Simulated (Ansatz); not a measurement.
# Ligand exchange: Sn(CH3)Cl + NaNH2 → Sn(CH3)(NH2) + NaCl

Gas-phase species: Sn(CH3)Cl, singlet; NaNH2 `[NH2][Na]`, singlet; Sn(CH3)(NH2), singlet; NaCl, singlet. The partners trade Cl for NH2: Sn–Cl and Na–NH2 bonds give way to Sn–NH2 and Na–Cl.

Shapes, held fixed at every level: PBE0-D4/def2-TZVP. Flexible molecules stand in one conformer, not always the lowest. Programs: Ansatz 0.2.0. The zero-point and thermal change to 298 K, harmonic and unscaled (PBE0-D4/def2-TZVP), is +6.0 kJ/mol.

```csv
level,kind,ΔH(298 K) (kJ/mol),less CCSD(T)/def2-TZVPP
HF/def2-SVP,Hartree–Fock,-147.7,-18.3
HF/def2-TZVPP,Hartree–Fock,-141.8,-12.4
r2SCAN-D4/def2-TZVPP,meta-GGA,-127.8,+1.6
wB97X-V/def2-TZVPP,range-separated hybrid,-128.8,+0.6
B2PLYP/def2-TZVPP,double hybrid,-124.5,+4.9
CCSD(T)/def2-SVP,coupled cluster or CI,-137.6,-8.2
CCSD/def2-TZVPP,coupled cluster or CI,-130.6,-1.2
CCSD(T)/def2-TZVPP,coupled cluster or CI,-129.4,0.0
```

The highest level, CCSD(T)/def2-TZVPP, gives ΔH(298 K) = -129.4 kJ/mol; the levels span -147.7 to -124.5. The column of differences is taken from that level and isn't an error. No measured value is set beside it here. For atoms past krypton def2 sets carry core potentials with scalar relativity. Outer-core shells of Na, Sn are correlated, in sets that cover them unevenly. Sets without diffuse functions underbind ionic bonds of s-block metals.
